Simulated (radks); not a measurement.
Values are calculated unless marked as measured or tabulated.
Question: Radial electron density D(r) = 4 pi r^2 rho(r) of an atom or ion with 15 electrons. Level of theory: non-relativistic Kohn-Sham, LDA (Slater exchange, VWN5 correlation), spin-unpolarised, spherical densities, point nucleus (a radial shooting solver on a logarithmic mesh with Libxc functionals).

r (bohr),D(r) (e/bohr)
0.002422,1.068
0.002709,1.314
0.00303,1.614
0.003389,1.978
0.003791,2.417
0.00424,2.946
0.004743,3.580
0.005305,4.336
0.005934,5.230
0.006637,6.283
0.007423,7.510
0.008303,8.930
0.009287,10.55
0.01039,12.39
0.01162,14.44
0.013,16.68
0.01454,19.10
0.01626,21.64
0.01819,24.25
0.02034,26.82
0.02275,29.25
0.02545,31.41
0.02846,33.17
0.03184,34.41
0.03561,35.01
0.03983,34.93
0.04455,34.19
0.04983,32.90
0.05574,31.28
0.06185,29.75
0.06917,28.40
0.07737,27.71
0.08654,27.96
0.0968,29.26
0.1083,31.50
0.1211,34.27
0.1355,36.98
0.1515,38.88
0.1695,39.28
0.1895,37.72
0.212,34.17
0.2371,29.08
0.2652,23.28
0.2967,17.83
0.3318,13.65
0.3712,11.22
0.4151,10.42
0.4643,10.63
0.5194,10.97
0.5809,10.69
0.6498,9.459
0.7268,7.459
0.8129,5.174
0.9093,3.122
1.017,1.620
1.138,0.7137
1.272,0.2627
1.423,0.07941
1.592,0.01932
1.78,0.003697
1.991,0.0005426

What is the nuclear charge?

Answer: Z = 29. The innermost maximum, from 1s, lies near 1/Z = 0.0345 bohr (found: 0.0371), and its height grows with Z. The density is that of the copper ion Cu14+ in [Ne] 3s2 3p3; the configuration itself is not fixed sharply by these data, and Z only to about a unit. D(r) has 3 maxima, at r = 0.0371, 0.164, 0.528 bohr, and minima at 0.0799, 0.422 bohr, inside which lie 2.12, 10.52 electrons.
